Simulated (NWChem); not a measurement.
All runs are NWChem calculations. System: HBF, charge 0, spin multiplicity 2, at a geometry optimised with UPBE0/def2-SVP. The structure started from a generated list of species. Its SCF solution wasn't tested for a lower state. Level: UHF/cc-pVTZ.

NWChem printed:

```
             Northwest Computational Chemistry Package (NWChem) 7.3.0
             --------------------------------------------------------

                                NWChem Input Module
                                -------------------

 Scaling coordinates for geometry "geometry" by  1.889725989
 (inverse scale =  0.529177249)

 Turning off AUTOSYM since
 SYMMETRY directive was detected!

                             Geometry "geometry" -> ""
                             -------------------------

 Output coordinates in angstroms (scale by  1.889725989 to convert to a.u.)

  No.       Tag          Charge          X              Y              Z
 ---- ---------------- ---------- -------------- -------------- --------------
    1 B                    5.0000     0.62904400    -0.39264700     0.00000000
    2 F                    9.0000    -0.53412400     0.19011500     0.00000000
    3 H                    1.0000     1.66189500     0.25219900     0.00000000

 Effective nuclear repulsion energy (a.u.)      22.6446206274

            Nuclear Dipole moment (a.u.)
            ----------------------------
        X                 Y               Z
 ---------------- ---------------- ----------------
    -0.0000018897    -0.0000018897     0.0000000000

      Symmetry information
      --------------------

 Group name             Cs
 Group number              2
 Group order               2
 No. of unique centers     3

      Symmetry unique atoms

     1    2    3


 Summary of "ao basis" -> "" (spherical)
 ------------------------------------------------------------------------------
       Tag                 Description            Shells   Functions and Types
 ---------------- ------------------------------  ------  ---------------------
 *                          cc-pvtz                   on all atoms

 Summary of "ao basis" -> "ao basis" (spherical)
 ------------------------------------------------------------------------------
       Tag                 Description            Shells   Functions and Types
 ---------------- ------------------------------  ------  ---------------------
 B                          cc-pvtz                 10       30   4s3p2d1f
 F                          cc-pvtz                 10       30   4s3p2d1f
 H                          cc-pvtz                  6       14   3s2p1d

                                 NWChem SCF Module
                                 -----------------

  ao basis        = "ao basis"
  functions       =    74
  atoms           =     3
  alpha electrons =     8
  beta  electrons =     7
  charge          =   0.00
  wavefunction    = UHF
  use symmetry    = T
  symmetry adapt  = T

 Summary of "ao basis" -> "ao basis" (spherical)
 ------------------------------------------------------------------------------
       Tag                 Description            Shells   Functions and Types
 ---------------- ------------------------------  ------  ---------------------
 B                          cc-pvtz                 10       30   4s3p2d1f
 F                          cc-pvtz                 10       30   4s3p2d1f
 H                          cc-pvtz                  6       14   3s2p1d

      Symmetry analysis of basis
      --------------------------

        a'         50
        a"         24

 Forming initial guess at       0.0s

   Symmetry analysis of molecular orbitals - initial alpha
   -------------------------------------------------------

  Numbering of irreducible representations:

     1 a'          2 a"

  Orbital symmetries:

     1 a'          2 a'          3 a'          4 a'          5 a'
     6 a"          7 a'          8 a'          9 a"         10 a'
    11 a'         12 a'         13 a"         14 a'         15 a'
    16 a"         17 a'         18 a'

   Symmetry analysis of molecular orbitals - initial beta
   ------------------------------------------------------

  Numbering of irreducible representations:

     1 a'          2 a"

  Orbital symmetries:

     1 a'          2 a'          3 a'          4 a'          5 a'
     6 a"          7 a'          8 a'          9 a"         10 a'
    11 a'         12 a'         13 a"         14 a'         15 a'
[...]
     4      0.425247  1 B  s                  9     -0.417625  1 B  py
     6     -0.267230  1 B  py                 2      0.241717  1 B  s
    63     -0.236904  3 H  s                 12     -0.164475  1 B  py
    39      0.158199  2 F  py                42      0.157350  2 F  py

 Vector    9  Occ=0.000000D+00  E= 7.649362D-02  Symmetry=a"
              MO Center=  7.2D-01, -4.4D-01, -1.3D-15, r^2= 3.2D+00
   Bfn.  Coefficient  Atom+Function         Bfn.  Coefficient  Atom+Function
  ----- ------------  ---------------      ----- ------------  ---------------
    13      0.764315  1 B  pz                10      0.253948  1 B  pz
    43     -0.230086  2 F  pz                 7      0.206489  1 B  pz

 Vector   10  Occ=0.000000D+00  E= 1.844004D-01  Symmetry=a'
              MO Center=  3.3D-01, -4.5D-01, -2.4D-15, r^2= 5.2D+00
   Bfn.  Coefficient  Atom+Function         Bfn.  Coefficient  Atom+Function
  ----- ------------  ---------------      ----- ------------  ---------------
    11      1.418116  1 B  px                63     -0.733211  3 H  s
    34      0.458561  2 F  s                 12     -0.306328  1 B  py
     8     -0.215357  1 B  px

 Vector   11  Occ=0.000000D+00  E= 2.300154D-01  Symmetry=a'
              MO Center=  7.6D-01, -5.8D-01,  2.8D-18, r^2= 6.0D+00
   Bfn.  Coefficient  Atom+Function         Bfn.  Coefficient  Atom+Function
  ----- ------------  ---------------      ----- ------------  ---------------
    63      3.617709  3 H  s                  4     -2.356638  1 B  s
    12     -1.589646  1 B  py                11     -1.519122  1 B  px
     8     -0.500038  1 B  px                 2     -0.277762  1 B  s
    34     -0.253373  2 F  s                 19     -0.207319  1 B  d -2
    42      0.201218  2 F  py                 9      0.158526  1 B  py

                     UHF Final Beta Molecular Orbital Analysis
                     -----------------------------------------

 Vector    5  Occ=1.000000D+00  E=-6.970086D-01  Symmetry=a'
              MO Center= -3.5D-01,  1.6D-01,  3.8D-14, r^2= 7.3D-01
   Bfn.  Coefficient  Atom+Function         Bfn.  Coefficient  Atom+Function
  ----- ------------  ---------------      ----- ------------  ---------------
    39      0.419279  2 F  py                36      0.336151  2 F  py
    42      0.288541  2 F  py

 Vector    6  Occ=1.000000D+00  E=-6.941008D-01  Symmetry=a"
              MO Center= -4.6D-01,  1.6D-01, -5.6D-14, r^2= 5.4D-01
   Bfn.  Coefficient  Atom+Function         Bfn.  Coefficient  Atom+Function
  ----- ------------  ---------------      ----- ------------  ---------------
    40      0.455260  2 F  pz                37      0.364249  2 F  pz
    43      0.314859  2 F  pz

 Vector    7  Occ=1.000000D+00  E=-5.648976D-01  Symmetry=a'
              MO Center=  1.2D+00,  2.1D-03,  1.5D-14, r^2= 1.2D+00
   Bfn.  Coefficient  Atom+Function         Bfn.  Coefficient  Atom+Function
  ----- ------------  ---------------      ----- ------------  ---------------
     2      0.273714  1 B  s                 62      0.244543  3 H  s
     8      0.192036  1 B  px                 5      0.168590  1 B  px
    61      0.166681  3 H  s                 38     -0.165024  2 F  px

 Vector    8  Occ=0.000000D+00  E= 9.039438D-02  Symmetry=a'
              MO Center=  7.4D-01, -1.0D+00, -1.4D-14, r^2= 2.8D+00
   Bfn.  Coefficient  Atom+Function         Bfn.  Coefficient  Atom+Function
  ----- ------------  ---------------      ----- ------------  ---------------
     4      1.029891  1 B  s                 12     -0.504188  1 B  py
    63     -0.496318  3 H  s                 34     -0.258878  2 F  s
    62     -0.218191  3 H  s                 42      0.215457  2 F  py
     2      0.177804  1 B  s                  6     -0.161670  1 B  py

 Vector    9  Occ=0.000000D+00  E= 1.027988D-01  Symmetry=a"
              MO Center=  7.5D-01, -3.8D-01,  1.7D-13, r^2= 3.6D+00
   Bfn.  Coefficient  Atom+Function         Bfn.  Coefficient  Atom+Function
  ----- ------------  ---------------      ----- ------------  ---------------
    13      0.851184  1 B  pz                43     -0.230761  2 F  pz
     7      0.188170  1 B  pz                10      0.174882  1 B  pz

 Vector   10  Occ=0.000000D+00  E= 1.949953D-01  Symmetry=a'
              MO Center=  3.4D-01, -3.4D-01,  3.7D-14, r^2= 5.3D+00
   Bfn.  Coefficient  Atom+Function         Bfn.  Coefficient  Atom+Function
  ----- ------------  ---------------      ----- ------------  ---------------
    11      1.305613  1 B  px                34      0.517912  2 F  s
    12     -0.402400  1 B  py                63     -0.330449  3 H  s
     4     -0.320061  1 B  s                  8     -0.288047  1 B  px

 center of mass
 --------------
 x =  -0.09427213 y =  -0.02782716 z =   0.00000000

 moments of inertia (a.u.)
 ------------------
           8.718300035283          15.172676009815           0.000000000000
          15.172676009815          44.576477905650           0.000000000000
           0.000000000000           0.000000000000          53.294777940933

  Mulliken analysis of the total density
  --------------------------------------

    Atom       Charge   Shell Charges
 -----------   ------   -------------------------------------------------------
    1 B    5     4.78   1.96  0.73  0.14  0.31  0.52  0.78  0.15  0.07  0.08  0.03
    2 F    9     9.23   1.95  1.07  0.26  0.58  1.55  2.50  1.31  0.00  0.01  0.00
    3 H    1     1.00   0.25  0.50  0.23  0.00  0.01  0.00

  Mulliken analysis of the alpha density
  --------------------------------------

    Atom       Charge   Shell Charges
 -----------   ------   -------------------------------------------------------
    1 B    5     2.83   0.98  0.44  0.08  0.23  0.34  0.55  0.12  0.04  0.05  0.02
    2 F    9     4.62   0.97  0.54  0.13  0.29  0.78  1.26  0.64  0.00  0.01  0.00
    3 H    1     0.54   0.14  0.28  0.12  0.00  0.01  0.00

   Mulliken analysis of the beta density
   -------------------------------------

    Atom       Charge   Shell Charges
 -----------   ------   -------------------------------------------------------
    1 B    5     1.94   0.98  0.30  0.06  0.08  0.18  0.23  0.03  0.04  0.04  0.02
    2 F    9     4.61   0.97  0.53  0.13  0.29  0.76  1.24  0.67  0.00  0.01  0.00
    3 H    1     0.45   0.11  0.22  0.11  0.00  0.00  0.00

   Mulliken analysis of the spin density
   -------------------------------------

    Atom       Charge   Shell Charges
 -----------   ------   -------------------------------------------------------
    1 B    5     0.89   0.00  0.14  0.02  0.15  0.16  0.32  0.08  0.00  0.01 -0.00
    2 F    9     0.01  -0.00  0.00  0.00 -0.00  0.02  0.02 -0.03  0.00  0.00  0.00
    3 H    1     0.09   0.02  0.05  0.01  0.00  0.00  0.00

       Multipole analysis of the density wrt the origin
       ------------------------------------------------

     L   x y z        total         alpha         beta         nuclear
     -   - - -        -----         -----         ----         -------
     0   0 0 0     -0.000000     -8.000000     -7.000000     15.000000

     1   1 0 0      0.279239     -0.503169      0.782410     -0.000002
     1   0 1 0      0.021652      0.846656     -0.825002     -0.000002
     1   0 0 1     -0.000000     -0.000000     -0.000000      0.000000

     2   2 0 0     -9.086408    -19.125311    -16.058338     26.097241
     2   1 1 0      0.356547      4.151948      2.381604     -6.177005
     2   1 0 1     -0.000000     -0.000000     -0.000000      0.000000
     2   0 2 0     -9.468037     -9.274006     -4.335594      4.141564
     2   0 1 1     -0.000000      0.000000     -0.000000      0.000000
     2   0 0 2     -7.582791     -4.388692     -3.194099      0.000000

 Task  times  cpu:        0.7s     wall:        0.7s

 Total times  cpu:        0.7s     wall:        0.7s
```

**Question.** Write an NWChem input that would produce this output.

**Answer.** Several could match; the one computed here: 
```
start mol
memory heap 200 mb stack 900 mb global 1100 mb
geometry units angstroms nocenter noautoz
  B      0.629044    -0.392647     0.000000
  F     -0.534124     0.190115     0.000000
  H      1.661895     0.252199     0.000000
  symmetry group Cs
end
basis spherical
  * library cc-pvtz
end
scf
  uhf
  nopen 1
  maxiter 100
  thresh 1e-7
  semidirect memsize 60000000 filesize 0
  # guess.movecs holds the orbitals of an unrestricted PBE0 run
  vectors input guess.movecs output mol.movecs
end
task scf energy
```
